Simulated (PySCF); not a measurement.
Delta-SCF ions had no search for a lower state. Excitations are Tamm–Dancoff values on a coarser integration grid. The basis has no diffuse functions, so Rydberg states are missing or too high.

**C₉H₇BFN, SMILES `Bc1c(F)ccc2cccnc12` (charge 0, multiplicity 1)**

Level of theory: PBE-D3(BJ)/def2-TZVP // B3LYP-D3(BJ)/def2-SVP (PySCF 2.14.0).

```
Quantity                                                       Value
-------------------------------------------  -----------------------
HOMO                                                        -5.91 eV
dipole moment                                                 4.37 D
HOMO–LUMO gap                                                2.68 eV
LUMO                                                        -3.23 eV
S1 excitation (TDA)                                          2.71 eV
S1 oscillator strength                                         0.000
brightest of the four lowest singlets (TDA)                  3.97 eV
T1 excitation (TDA)                                          2.61 eV
S1–T1 gap (TDA)                                              0.10 eV
vertical ionisation energy (Delta-SCF)                       8.61 eV
total energy                                            -526.1747 Ha
cost                                         roughly 19 core-minutes
```

```xyz
19

B     -2.2049    -1.8218     0.5186
C     -1.4244    -0.5212     0.2218
C     -2.0899     0.6930     0.0732
F     -3.4192     0.7469     0.1872
C     -1.4521     1.9231    -0.1993
C     -0.0836     1.9476    -0.3304
C      0.6827     0.7584    -0.1951
C      2.0946     0.7487    -0.3238
C      2.7762    -0.4386    -0.1804
C      2.0258    -1.6097     0.0925
N      0.7170    -1.6357     0.2176
C      0.0153    -0.4822     0.0819
H     -1.6304    -2.8665     0.6437
H     -3.4030    -1.7814     0.6243
H     -2.0620     2.8222    -0.2987
H      0.4317     2.8884    -0.5412
H      2.6202     1.6840    -0.5348
H      3.8628    -0.4913    -0.2715
H      2.5481    -2.5676     0.2111
```
Charge 0, spin multiplicity 1.
